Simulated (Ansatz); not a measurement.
The pair A = HI (SMILES I) (first 2 atoms), B = C3H8 (SMILES CCC); geometry from B3LYP-D3(BJ)/def2-TZVP.
(charge 0, multiplicity 1):
```xyz
13

I     -0.075    -0.143    -0.625
H      0.207    -0.563     0.908
C      0.629    -1.172     3.622
C      0.001    -0.025     4.410
C     -0.626     1.038     3.512
H      1.072    -1.921     4.282
H     -0.117    -1.680     3.005
H      1.422    -0.808     2.963
H      0.762     0.437     5.045
H     -0.759    -0.425     5.087
H     -1.068     1.846     4.097
H      0.118     1.480     2.844
H     -1.415     0.611     2.887
```

Correlated levels freeze the cores. Filled d and f shells under p-block atoms count as core. MP2 and its Hartree–Fock in def2-TZVPPD are density fitted.

The values were computed with Ansatz (Gaussian orbitals). Each number belongs to the level named beside it. In def2 rows elements past Kr take small-core potentials, without spin–orbit coupling.

The counterpoise-corrected interaction energy is E(AB) − E(A in the pair's basis) − E(B in the pair's basis). Total energies (hartree):

```json
[
 {"level": "HF/def2-SVPD", "AB": "-415.4173103", "A in the pair's basis": "-297.2333370", "B in the pair's basis": "-118.1857930"},
 {"level": "MP2/def2-SVPD", "AB": "-416.0003788", "A in the pair's basis": "-297.3485704", "B in the pair's basis": "-118.6501197"},
 {"level": "HF/def2-TZVPPD", "AB": "-415.5519132", "A in the pair's basis": "-297.2428312", "B in the pair's basis": "-118.3108817"},
 {"level": "MP2/def2-TZVPPD", "AB": "-416.2516670", "A in the pair's basis": "-297.3941359", "B in the pair's basis": "-118.8554176"},
 {"level": "CCSD(T)/def2-SVPD", "AB": "-416.0828338", "A in the pair's basis": "-297.3674554", "B in the pair's basis": "-118.7140215"}
]
```

### Question
Work out the counterpoise-corrected interaction energy at the basis-set limit: extrapolate the MP2 correlation part as X⁻³, take Hartree–Fock from the larger set, and add the CCSD(T) − MP2 difference of def2-SVPD.

### Answer

1. Differences (1 hartree = 627.509 kcal/mol): HF/def2-SVPD 1.142; MP2/def2-SVPD -1.060; HF/def2-TZVPPD 1.129; MP2/def2-TZVPPD -1.326; CCSD(T)/def2-SVPD -0.851.
2. Correlation parts, MP2 less HF: -2.202 in def2-SVPD (X = 2), -2.456 in def2-TZVPPD (X = 3).
3. Limit (3³·(-2.456) − 2³·(-2.202))/(3³ − 2³) = -2.562; with HF/def2-TZVPPD it gives -1.433.
4. CCSD(T) less MP2 in def2-SVPD: 0.208.
Result: -1.22 kcal/mol, against -1.06 at MP2/def2-SVPD. It is an estimate of this method's limit, not of the exact value.

Ansatz is a program for electronic structure.
